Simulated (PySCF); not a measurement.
Correlation energy of Be (beryllium, neutral)

[He] 2s1 2p1, high-spin 3P determinant (an excited configuration). Computed with PySCF 2.14 in aug-cc-pVQZ-DK (6s5p4d3f2g, 80 functions), with the spin-free X2C one-electron Hamiltonian (Gaussian nucleus). Frozen: 1s2; 2 electrons correlated.

With two correlated electrons CCSD is exact within the correlated space (frozen core and kept virtual orbitals).

| level | correlation energy (mhartree) |
| --- | --- |
| CCSD | -4.98 |

Diagnostics: T1 = 0.0045, D1 = 0.0073, largest double amplitude 0.028.

Cost of the coupled-cluster step: of the order of 3 core-seconds, for 2 correlated electrons.
